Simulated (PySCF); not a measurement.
Compound: C₅H₉N₃OSi.
Numbering: `[CH3:1][C:2](=[O:3])[c:4]1[n:5][n:6]([CH3:7])[n:8][c:9]1[SiH3:10]`

Geometry (PBE0-D3(BJ)/def2-SVP, Å), atoms numbered from 1 in this order:
```
atom  x, y, z in Å
C1    -2.2877   -1.1104    1.6164
C2    -1.7084   -0.7573    0.2780
O3    -2.2959   -0.9365   -0.7697
C4    -0.3596   -0.1623    0.2434
N5     0.3865    0.0920    1.3191
N6     1.4753    0.6220    0.8229
C7     2.5920    1.0023    1.6514
N8     1.5175    0.7349   -0.4920
C9     0.3510    0.2420   -0.9129
Si10  -0.1789    0.1485   -2.7148
H11   -2.3531   -0.2105    2.2470
H12   -1.6232   -1.8122    2.1429
H13   -3.2815   -1.5531    1.4810
H14    2.2130    1.2513    2.6488
H15    3.3137    0.1754    1.7270
H16    3.0815    1.8712    1.1968
H17    0.9427    0.7093   -3.5263
H18   -0.4137   -1.2666   -3.1150
H19   -1.4028    0.9669   -2.9394
```

NICS = −σ at a ghost point: NICS(0) at the centroid of the ring atoms, NICS(1) 1 Å to either side along the normal of their mean plane, zz for the tensor component along that normal. Level: GIAO PBE/pcSseg-1 (PySCF, non-relativistic, gas phase) on the PBE0-D3(BJ)/def2-SVP geometry, one conformer.

Ring bond lengths (Å): C4–N5 1.334, N5–N6 1.309, N6–N8 1.320, N8–C9 1.335, C9–C4 1.416.

**Question.** Give the NICS values of each ring in ppm.

**Answer.** 
```csv
ring,type,NICS(0),"NICS(1), two faces","NICS(1)zz, two faces",rms pucker (Å),"centre to ring atoms, mean (Å)"
C4–N5–N6–N8–C9,5-membered ring with 3 N; formal bonds all aromatic,-11.7,-12.7 / -12.7,-29.9 / -30.3,0.00,1.14
```

**Question.** What can be read from them?

**Answer.** 
- C4–N5–N6–N8–C9: mean NICS(1)zz -30.1 ppm, shielded. The ring is flat and has no four-coordinate atom; by the NICS criterion it is aromatic.

**Question.** What does the geometric index give? HOMA takes Krygowski's 1993 parameters.

**Answer.** 
- C4–N5–N6–N8–C9: HOMA 0.96; the largest term is that of C9–C4, α(R − Ropt)² = 0.20. The geometric and the magnetic index point the same way.

**Question.** At the first NICS(1) probe listed for ring C4–N5–N6–N8–C9, 1 Å off the ring, what do the in-plane components average?

**Answer.** The isotropic value is a third of the trace: (3 × -12.7 − (-29.9))/2 = -4.1 ppm.

**Question.** Give the inner angles of the rings.

**Answer.** 
- C4–N5–N6–N8–C9: C4 108.9°, N5 103.7°, N6 116.0°, N8 104.7°, C9 106.7°; sum 540.0° against 540° for a flat convex ring.

**Question.** How shielded are the nuclei of the rings and their hydrogens (means over atoms taken as equivalent)?

**Answer.** 
| atoms | environment | σ isotropic (ppm) |
| --- | --- | --- |
| C4 | substituted aromatic carbon | 25.8 |
| N5 | pyridine-type nitrogen | -92.2 |
| N6 | pyrrole-type nitrogen | -11.9 |
| N8 | pyridine-type nitrogen | -109.2 |
| C9 | substituted aromatic carbon | 35.7 |

**Question.** How do the values depend on the level or the medium?

**Answer.** 
```csv
level,"NICS(0), C4–N5–N6–N8–C9","mean NICS(1)zz, C4–N5–N6–N8–C9"
"PBE/pcSseg-1, gas",-11.7,-30.1
"PBE0/pcSseg-1, gas",-12.3,-31.4
"PBE0/pcSseg-1, IEF-PCM dichloromethane",-12.2,-31.4
"PBE0/pcSseg-1, IEF-PCM tetrahydrofuran",-12.2,-31.4
```

The geometry is the same throughout; the continuum's cavity takes Bondi-type radii × 1.2.
